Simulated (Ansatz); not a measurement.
Input for Ansatz (development build ahead of 0.2.0):

```yaml
crystal:
  periodic: [false, false, false]
  atoms:
    - { symbol: O, position_ang: [0.0, 0.0, 0.0] }
basis:
  gaussian: { orbitals: aug-cc-pVTZ }
magnetization:
  initial_magnetization: 2
hamiltonian:
  xc: hf
correlation:
  method: mp2
  frozen_orbitals: { O: 1 }
```

The input is written out in the form of the current development build from the run's settings. Correlation on restricted open-shell orbitals is semicanonical, with singles.

Results

| Item | Value |
| --- | --- |
| Converged | yes |
| Reference energy | -74.80651 hartree |
| Correlation energy | -0.15287 hartree |
| Total energy | -74.95938 hartree |
| Spin squared of the determinant | 2.000 |
